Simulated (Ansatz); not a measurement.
A nudged elastic band was laid between two geometries of CH$_{6}$B$_{2}$OSiTe (12 atoms, charge 0, multiplicity 1).

Method: RKS PBE0/def2-SVP (Ansatz).

| Quantity | Value |
| --- | --- |
| movable images | 5 |
| climbing image | yes |
| spring | 5.0 eV/Å² |
| optimiser | quadratic models (default) |
| start path | IDPP |
| force threshold | 0.05 eV/Å |
| iteration limit | 60 |
| end points | relaxed |

Image 0:

```xyz
12
Properties=species:S:1:pos:R:3
O -0.988 -1.867 -1.981
B -0.910 -1.180 -0.846
B -0.568 -0.939 0.756
C -0.158 0.555 0.988
Si 1.302 1.340 0.118
Te -1.974 0.745 -0.301
H -0.432 -2.656 -1.988
H -1.006 -1.626 1.653
H -0.349 0.947 1.999
H 2.547 1.125 0.928
H 1.486 0.688 -1.215
H 1.128 2.813 -0.077
```

Image 6:

```xyz
12
Properties=species:S:1:pos:R:3
O 0.348 -2.779 -0.754
B -0.191 -1.695 -0.206
B -0.571 -0.645 1.017
C -0.661 0.814 0.451
Si 0.786 1.648 -0.395
Te -1.818 -0.364 -1.055
H 1.039 -3.180 -0.212
H -1.141 -0.970 2.034
H -1.320 1.499 1.006
H 1.623 0.609 -1.071
H 0.351 2.660 -1.407
H 1.632 2.350 0.626
```

**Question.** What changes between the two ends?

**Answer.** No bond is made or broken. The dihedral Te6–C4–Si5–H11 goes from -57 to 64°. The two ends are copies of one structure, up to a mirror image or an exchange of like atoms.

**Question.** What energy profile does the band end with?

**Answer.** It converged. The highest image is number 3 of 0 to 6, 0.140 eV above the ends, which have the same energy within 2 meV. A vibrational analysis at the climbing image gives one clearly imaginary mode, 172i cm⁻¹: a first-order saddle point.

```
image  path coordinate (Å)  energy (eV)  dihedral Te6–C4–Si5–H11 (°)
    0                 0.00        0.000                          -57
    1                 0.79        0.036                          -37
    2                 1.58        0.105                          -17
    3                 2.37        0.140                            4
    4                 3.14        0.108                           25
    5                 3.92        0.037                           45
    6                 4.69        0.000                           64
```

**Question.** What is the geometry of the highest image?

**Answer.** 
```xyz
12
Properties=species:S:1:pos:R:3
O -0.151 -2.699 -1.141
B -0.478 -1.638 -0.407
B -0.566 -0.713 0.961
C -0.512 0.808 0.568
Si 1.000 1.596 -0.243
Te -1.978 -0.015 -0.895
H 0.527 -3.251 -0.731
H -1.057 -1.085 2.004
H -1.023 1.480 1.274
H 2.233 0.831 0.123
H 0.917 1.632 -1.734
H 1.166 2.998 0.254
```

**Question.** What are the harmonic wavenumbers there?

**Answer.** 172i, 79, 155, 221, 252, 329, 399, 455, 497, 556, 635, 666, 693, 743, 789, 899, 931, 938, 951, 994, 1023, 1104, 1174, 1513, 2214, 2223, 2238, 2600, 3135, 3869 cm⁻¹.

The run took 2.5 min on 2 threads of Arm Neoverse V1, with other jobs on the host, peak memory 0.4 GiB.
